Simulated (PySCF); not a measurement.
Species: H7NP2Si.
Structure used (PBE0-D3(BJ)/def2-SVP), in Å, numbered top down from 1:
```xyz
11
H7NP2Si angstrom
N     -0.5079   -1.2899    1.0301
Si    -0.2361   -0.3381   -0.3905
P      2.0085   -0.0970   -0.5335
P     -1.3082    1.6494   -0.2497
H     -1.4518   -1.4167    1.3790
H      0.0500   -2.1248    1.1797
H     -0.6702   -0.9370   -1.6990
H      1.9334    0.7298   -1.6959
H      2.0576    1.0040    0.3759
H     -2.5942    1.0569   -0.0353
H     -1.0335    1.7777    1.1473
```

Level of theory: PBE0-D3(BJ)/def2-SVP geometry optimisation, gas phase (PySCF 2.14.0).

Masses are those of the commonest isotopes; rigid-rotor values at the optimised geometry. The values belong to one conformer with, in the numbering `[NH2:1][SiH:2]([PH2:3])[PH2:4]`, H–N1–Si2–P3 171° and -47°, N1–Si2–P3–H -178° and -83°, N1–Si2–P4–H -56° and 38°.

Q: What are A, B and C (cm⁻¹)?

A: Ia = 123.11, Ib = 252.78, Ic = 341.32 u·Å²; 505379 MHz·u·Å²/I gives 4105, 1999 and 1481 MHz, that is A = 0.13693, B = 0.06669, C = 0.04939 cm⁻¹.

Q: What kind of rotor is it?

A: An asymmetric top: κ = (2 × 1999 − 4105 − 1481)/(4105 − 1481) ≈ -0.60.

Q: What does the inertial defect say?

A: Not planar: Δ = Ic − Ia − Ib = -34.57 u·Å². For a rigid frame Δ = −2 Σ m c², so Σ m c² = 17.29 u·Å² lies off the ab plane: 8.62 from hydrogen and 8.66 from heavier atoms. The atom farthest from that plane is 1.96 Å away.

Q: Give the other two planar moments, Paa and Pbb, and the rms extents of the mass along the axes.

A: Paa = Σ m a² = (Ib + Ic − Ia)/2 = 235.50 and Pbb = Σ m b² = (Ia + Ic − Ib)/2 = 105.83 u·Å². With the mass M = 110.98 u, the rms extents √(P/M) along a, b and c are 1.46, 0.98, 0.39 Å.

Q: Predict some low-J microwave lines.

A: The dipole components are |μa| = 0.56 D, |μb| = 1.89 D, |μc| = 0.23 D. Intensities carry the squares of the components, which stand as 0.09 : 1.00 : 0.01 (a : b : c). Some lines, for components of 0.1 D or more:

```
type  branch         J(Ka,Kc)    MHz  lower level (cm⁻¹)
   a       Q  3(2,1) ← 3(2,2)    409               1.012
   c       Q  2(1,2) ← 2(0,2)   1672               0.345
   b       Q  1(1,0) ← 1(0,1)   2624               0.116
   b       Q  3(1,2) ← 3(0,3)   4272               0.683
   b       R  2(0,2) ← 1(1,1)   4770               0.186
   b       R  3(1,2) ← 2(2,1)   4842               0.664
   c       Q  3(2,2) ← 3(1,2)   5597               0.825
   c       R  1(1,0) ← 0(0,0)   6104               0.000
   a       R  2(1,2) ← 1(1,1)   6441               0.186
   a       R  2(0,2) ← 1(0,1)   6875               0.116
   b       Q  2(2,1) ← 2(1,2)   7873               0.401
   b       R  2(1,2) ← 1(0,1)   8547               0.116
   b       Q  3(2,2) ← 3(1,3)   8700               0.722
   a       R  3(1,3) ← 2(1,2)   9613               0.401
   a       R  3(0,3) ← 2(0,2)  10115               0.345
   a       R  3(2,1) ← 2(2,0)  10764               0.667
   b       R  3(1,3) ← 2(0,2)  11284               0.345
   b       Q  3(3,1) ← 3(2,2)  11875               1.012
   c       R  2(2,1) ← 1(1,1)  14314               0.186
   c       R  3(1,2) ← 2(0,2)  14387               0.345
   b       R  2(2,0) ← 1(1,1)  14399               0.186
   c       R  3(2,1) ← 2(1,1)  17166               0.453
   c       R  3(2,2) ← 2(1,2)  18313               0.401
   b       R  3(2,1) ← 2(1,2)  18722               0.401
   c       R  3(3,0) ← 2(2,0)  22239               0.667
```

Whether it is a minimum is left open (no frequencies). Zero-point vibration and centrifugal distortion are left out. A rigid rotor knows nothing of inversion at nitrogen, which can split or shift real lines. Quadrupole hyperfine structure (14N) is left out.

On Arm Neoverse V1, one thread, no GPU, on a shared host, this took 32 s of wall time. That covers the optimisation of the geometry.
